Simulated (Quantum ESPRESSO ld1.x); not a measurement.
Results of a calculation; reference values are marked as such.
Q: The aim is the caesium ion Cs+ in [Xe]. What will ld1.x (Quantum ESPRESSO 7.5) do with this input?

```
 &input
    zed=55.0,
    iswitch=1,
    rel=0,
    dft='PBESOL',
    config='[Xe]',
    noscf=.true.,
    prefix='ld1',
    max_out_wfc=37,
    file_charge='ld1.rho',
 /
```

A: Ran as typed. With noscf the program prints the levels of a bare nucleus, with no screening and no total energy; they are not those of the atom.

Output (excerpt):

```
     Program LD1 v.7.5 starts

     --------------------------- All-electron run ----------------------------

     atomic number is 55.00
     dft =PBESOL   lsd =0 sic =0 latt =0  beta=0.20 tr2=1.0E-14
     Exchange-correlation= PBESOL
                           (   1   4  10   8   0   0   0)
     mesh =1953 r(mesh) = 100.35027 a.u. xmin = -7.00 dx = 0.00800
     1 Ry =  13.60569312 eV

     n l     nl                  e(Ry)          e(Ha)          e(eV)
     1 0     1S 1( 2.00)     -3025.0000     -1512.5000    -41157.2217
     2 0     2S 1( 2.00)      -756.2500      -378.1250    -10289.3054
     2 1     2P 1( 6.00)      -756.2500      -378.1250    -10289.3054
     3 0     3S 1( 2.00)      -336.1111      -168.0556     -4573.0246
     3 1     3P 1( 6.00)      -336.1111      -168.0556     -4573.0246
     4 0     4S 1( 2.00)      -189.0625       -94.5313     -2572.3264
     4 1     4P 1( 6.00)      -189.0625       -94.5313     -2572.3264
     3 2     3D 1(10.00)      -336.1111      -168.0556     -4573.0246
     5 0     5S 1( 2.00)      -121.0000       -60.5000     -1646.2889
     5 1     5P 1( 6.00)      -121.0000       -60.5000     -1646.2889
     4 2     4D 1(10.00)      -189.0625       -94.5313     -2572.3264
```

Run on one thread of a shared host, so times are rough (Intel(R) Xeon(R) Processor @ 2.60GHz): 0.33 s of CPU time, 0.78 s wall on 1953 mesh points, peak memory 30 MiB.
